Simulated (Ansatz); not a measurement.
**What each rung costs, and what it gives**

Saddle point of Si2H5F3, closed shell (Si₂H₃F₃ ([F][Si]([F])([F])[SiH3]) + H₂ → SiHF₃ ([F][SiH]([F])[F]) + SiH₄; bonds formed: Si1–H7, Si2–H6; bonds broken: Si1–Si2, H6–H7), PBE0-D4/def2-TZVP structure:

```xyz
10
angstrom
Si -0.6629 -1.0270 -0.3527
Si 0.4426 1.2331 0.1907
F 0.0789 -2.0389 -1.3188
F -1.3398 -1.8632 0.8091
F -1.8668 -0.4355 -1.2039
H 1.4788 0.1506 0.9656
H 0.8260 -0.5153 0.5938
H -0.3675 1.0081 1.4169
H 1.2227 0.8000 -0.9985
H 0.1881 2.6883 -0.1024
```

Barriers are electronic and count from the start structure reached by relaxing down the imaginary mode.

Ansatz 0.2.0; basis: as named in each row; cores frozen in the correlated methods. B3LYP uses VWN-RPA correlation. Extrapolation: Hartree–Fock as exp(−7.88 √X), correlation as X^−2.97.

Times are rough, for one single point on 8 threads of a shared host (Intel Xeon 6975P-C).

The estimate by CCSD(T) at an estimated basis limit (MP2 extrapolated from triple and quadruple zeta, plus CCSD(T) − MP2 in triple zeta) is 70.40 kcal/mol.

```
      method       basis  time (s)  barrier (kcal/mol)  method less estimate
          HF      STO-3G   under 1              147.88                 77.48
      PBE-D4      STO-3G   under 1               99.99                 29.59
       SPW92    def2-SVP   under 1               50.18                -20.22
    B3LYP-D4       6-31G   under 1               85.22                 14.82
      PBE-D4    def2-SVP   under 1               58.72                -11.67
     PBE0-D4    def2-SVP   under 1               64.15                 -6.25
       SPW92  def2-TZVPP   under 1               49.38                -21.02
      PBE-D4  def2-TZVPP   under 1               58.42                -11.97
     BLYP-D4  def2-TZVPP   under 1               65.29                 -5.11
    B3LYP-D4  def2-TZVPP   under 1               68.71                 -1.68
    BHLYP-D4  def2-TZVPP   under 1               75.28                  4.88
     PBE0-D4  def2-TZVPP   under 1               63.54                 -6.85
CAM-B3LYP-D4  def2-TZVPP         1               70.71                  0.32
   r2SCAN-D4  def2-TZVPP         1               62.26                 -8.14
     wB97M-V    def2-SVP         1               66.58                 -3.82
  r2SCAN0-D4  def2-TZVPP         1               65.86                 -4.54
     CCSD(T)    def2-SVP         1               74.34                  3.94
      B2PLYP  def2-TZVPP         2               70.76                  0.36
    PBE-QIDH  def2-TZVPP         2               68.69                 -1.71
  RPA on PBE  def2-TZVPP         2               70.93                  0.53
      B97M-V  def2-TZVPP         2               62.31                 -8.09
     wB97X-V  def2-TZVPP         2               70.48                  0.09
     wB97M-V  def2-TZVPP         2               67.10                 -3.30
         MP2  def2-QZVPP         6               70.52                  0.13
     CCSD(T)  def2-TZVPP        21               71.14                  0.75
```

All methods are single points on the PBE0-D4 structures.

T1 diagnostic: at most 0.014.

Labels in which every atom is bracketed show which atoms are joined, not bond orders.
